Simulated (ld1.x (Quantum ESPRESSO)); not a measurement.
## F, PAW: configuration errors across variants

F, PAW, made with ld1.x (Quantum ESPRESSO) 7.5 (PBE, scalar-relativistic). Core [He], reference 2s2 2p4.5 (charge +0.5). Waves: 2s (bound): rcut 0.40, rcutus 0.55 bohr; 2s channel at -1.95 Ry: rcut 0.40, rcutus 0.55 bohr; 2p (bound): rcut 1.45, rcutus 1.75 bohr; 2p channel at -0.7 Ry: rcut 1.45, rcutus 1.75 bohr; 3d channel at 0.2 Ry: rcut 0.95, rcutus 1.30 bohr; 3d channel at 1 Ry: rcut 0.95, rcutus 1.30 bohr. Local part: all-electron potential smoothed inside 1.25 bohr (lloc = -1). Core correction: Bessel-smoothed model core inside 0.45 bohr. Augmentation charge: PSQ, inside the norm-conserving radii.

All-electron excitation energies from the reference (eV): (1) 2s2 2p5 -7.543; (2) 2s2 2p4 11.847; (3) 2s2 2p3 50.232; (4) 2s2 2p2 110.869; (5) 2s2 2p1 196.671; (6) 2s1 2p6 11.270; (7) 2s1 2p5 30.949.

The overlap operator is not positive definite (basis up to 400 Ry) in “local potential all-electron potential smoothed inside 0.45 bohr (lloc = -1)”, “waves 2p (bound): rcut 1.45, rcutus 2.40 bohr; 2p channel at -0.7 Ry: rcut 1.45, rcutus 2.40 bohr”. Such files are unfit for use, however small their errors in these radial tests.

Tests that are not counted but printed errors over 1 eV. “waves 2p (bound): rcut 1.45, rcutus 2.40 bohr; 2p channel at -0.7 Ry: rcut 1.45, rcutus 2.40 bohr”: 2s1 2p6 (solver errors, printed error -543 eV); 2s2 2p5 (solver errors, printed error -531 eV); 5 more.

1 further variants failed, have other tests or too few solved ones, and are left out.

A true bound ghost makes a file unfit for plane-wave use even where its test errors are small: the radial tests pick states by their node count and pass the ghost by.

Errors AE − PS in meV (a dash: test not solved or not reliable):

| change | (1) | (2) | (3) | (4) | (5) | (6) | (7) | bound ghosts |
| --- | --- | --- | --- | --- | --- | --- | --- | --- |
| base | -1.0 | -4.1 | -53 | -184 | -294 | -3.0 | -3.1 | none |
| core correction Bessel-smoothed model core inside 0.48 bohr | -1.0 | -4.1 | -53 | -184 | -294 | -3.0 | -3.1 | none |
| waves 3d channel at 0.2 Ry: rcut 0.95, rcutus 1.66 bohr; 3d channel at 1 Ry: rcut 0.95, rcutus 1.66 bohr | -1.0 | -4.1 | -53 | -184 | -294 | -3.0 | -3.1 | none |
| local potential all-electron potential smoothed inside 0.45 bohr (lloc = -1) | -1.6 | -7.7 | -161 | -573 | -902 | -13 | -7.0 | s (d not tested, overlap not positive) |
| waves 2p (bound): rcut 1.45, rcutus 2.40 bohr; 2p channel at -0.7 Ry: rcut 1.45, rcutus 2.40 bohr | – | – | – | – | – | – | – | not determined (overlap not positive) |

Problem. Give the same row for: local potential all-electron potential smoothed inside 2.02 bohr (lloc = -1).

Solution. -1.0, -4.2, -55, -188, -326, -2.5, -3.3; bound ghosts: none.
